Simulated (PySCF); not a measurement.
Highest occupied level (eV) of eight silicon and germanium compounds: PBE beside PBE0, computed with PySCF for isolated molecules in the bases named; differences from unrounded values. The eight are the first of their class met in an unordered collection, after screening for sound electronic states; none was chosen by its value. Each molecule has one DFT geometry for both levels.

| molecule | basis | PBE0 | PBE | difference |
|---|---|---|---|---|
| Si(Cl)(F)2(NHMe) (CH₄ClF₂NSi), SMILES CN[Si](F)(F)Cl | def2-TZVP | -7.79 | -6.32 | 1.46 |
| Si(CCH)(H)(Me)2 (C₄H₈Si), SMILES C#C[SiH](C)C | def2-TZVP | -7.95 | -6.74 | 1.21 |
| C2H5FOSi2, SMILES F[Si@@H]1C(=O)C[SiH2]1 | def2-TZVP | -6.85 | -5.54 | 1.31 |
| C₂H₄N₂OSi, SMILES O[Si@H]1C=NC=N1 | def2-TZVP | -7.48 | -6.01 | 1.47 |
| C3H14Si3, SMILES C[C@H](C[SiH3])[SiH2][SiH3] | def2-TZVP | -7.94 | -6.81 | 1.13 |
| Ge(H)(Cl)2(Me) (CH4Cl2Ge), SMILES [CH3][GeH]([Cl])[Cl] | def2-TZVP | -8.74 | -7.38 | 1.36 |
| C₃H₈N₂Si, SMILES C#CC[SiH](N)N | def2-TZVP | -6.86 | -5.62 | 1.25 |
| C3H9FOSi, SMILES COC[Si@H](C)F | def2-TZVP | -7.68 | -6.08 | 1.60 |

PBE lies below PBE0 in 0 and above it in 8 of the eight; the mean signed difference is 1.35 and the largest 1.60 eV.
